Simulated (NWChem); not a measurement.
System: WOF3 cation; SMILES [O]=[W+]([F])([F])[F]

Here is an NWChem input.

```
start job
memory heap 200 mb stack 700 mb global 900 mb
charge 1
geometry units angstroms noautoz
  W      0.000024    -0.002418    -0.084654
  O      0.000002     0.056513     1.563650
  F      1.595878    -0.701220    -0.532494
  F     -0.206977     1.702818    -0.618481
  F     -1.388835    -1.059500    -0.519721
end
basis spherical
  * library def2-svp
end
ecp
  W library def2-ecp
end
dft
  xc revpbe cpbe96
  iterations 150
  mulliken
end
task dft energy
```

Geometry: optimised at PBE0/def2-SVP. This spin state was assumed; another may lie lower. def2 effective core potentials on W; no spin-orbit coupling.

Problem. What results follow from this input? (revPBE/def2-SVP with def2 effective core potentials on W.) Quantities: energy (Ha); highest occupied level (eV); orbital gap (eV).

Solution. The energy (Ha) comes out as -441.39, the highest occupied level (eV) comes out as -16.51 and the orbital gap (eV) is 5.77.
